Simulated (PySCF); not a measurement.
## Correlation energy of Ar⁺ (argon, charge +1)

[Ne] 3s2 3p4 4s1, high-spin 4P determinant (an excited configuration). Computed with PySCF 2.14 in x2c-TZVPPall with one added diffuse shell each of s, p, d type (6s6p4d1f, 51 functions), with scalar relativity by spin-free X2C-1e. Frozen: [Ne]; 7 electrons correlated.

MP2 pair energies summed by pair of shells (mhartree):

```
 pair  energy  share (%)
3p-3p  -61.73       41.7
3s-3p  -58.45       39.5
3p-4s  -13.49        9.1
3s-3s   -9.47        6.4
3s-4s   -4.77        3.2
```

Total MP2 correlation energy: -147.91 mhartree.

Same-spin part -39.60 and opposite-spin part -108.32 mhartree; SCS-MP2 scales them by 1/3 and 6/5 to -143.18 mhartree.
